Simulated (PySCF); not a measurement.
Compound: C2H6FGeO2P.
Z-matrix (Å and degrees, PBE0-D3(BJ)/def2-SVP geometry), rows numbered from 1:
```
F 
Ge  1  1.7379
P   2  2.2910  1  109.85
O   2  1.7754  1  109.65  3   128.92
C   4  1.4179  2  106.90  1    93.05
C   5  1.5322  4  108.55  2    33.49
O   6  1.4173  5  108.99  4   -38.99
H   3  1.4298  2   90.01  1   -60.25
H   3  1.4288  2   90.99  1    32.63
H   5  1.1011  4  108.96  2   154.60
H   5  1.1064  4  109.91  2   -87.11
H   6  1.1017  5  110.91  4  -159.03
H   6  1.1064  5  110.16  4    81.41
```

Computed with PySCF at B3LYP/def2-SVPD, non-relativistic, on one gas-phase PBE0-D3(BJ)/def2-SVP geometry that isn't relaxed in the solvent. The solvent is an IEF-PCM continuum (van der Waals radii × 1.2). Specific hydrogen bonds and non-electrostatic terms are outside this model. Spin–orbit coupling is left out although an atom past zinc is present.

Gas phase at B3LYP/def2-SVPD: HOMO -7.84 eV, LUMO -1.05 eV, dipole 1.84 D.

**Question.** What does the continuum do to the energy, the frontier levels and the dipole at B3LYP/def2-SVPD in tetrahydrofuran and dichloromethane?

**Answer.** 
```tsv
solvent	ε	E(solvent) − E(gas) (kJ/mol)	polarisation term (kJ/mol)	distortion of the solute (kJ/mol)	HOMO (eV)	LUMO (eV)	dipole (D)
tetrahydrofuran	7.426	-24.74	-27.80	3.06	-7.78	-0.91	2.25
dichloromethane	8.93	-25.74	-29.05	3.31	-7.78	-0.90	2.27
```

The first energy column is the sum of the next two and covers electrostatics alone. From tetrahydrofuran to dichloromethane the lowering changes by a factor 1.04, Onsager's factor (ε − 1)/(2ε + 1) by 1.04 and ε itself by 1.2.

**Question.** Which radius a makes the point-dipole formula ΔE = −[(ε − 1)/(2ε + 1)]·μ²/a³ give the value in dichloromethane, with the gas-phase dipole?

**Answer.** μ = 0.725 au and |ΔE| = 0.00980 Eh give a = 1.50 Å; the farthest nucleus lies 3.58 Å from the centroid of the nuclei, so such a sphere wouldn't even hold the nuclei. The formula assumes a rigid point dipole at the centre of a sphere.

**Question.** How does the static polarisability (B3LYP/def2-SVPD, frozen core, with the continuum's full static response) change?

**Answer.** 
```
         medium  isotropic (au)  principal values (au)  ⟨r²⟩ of the electrons (bohr²)
            gas            84.6      71.2, 75.0, 107.6                         1154.4
tetrahydrofuran           108.7      93.4, 98.1, 134.5                         1153.1
dichloromethane           109.9      94.5, 99.4, 135.7                         1153.1
```

The isotropic value in dichloromethane is 1.30 times the gas-phase one; no cavity-field correction is applied. ⟨r²⟩ is taken about the centre of nuclear charge.
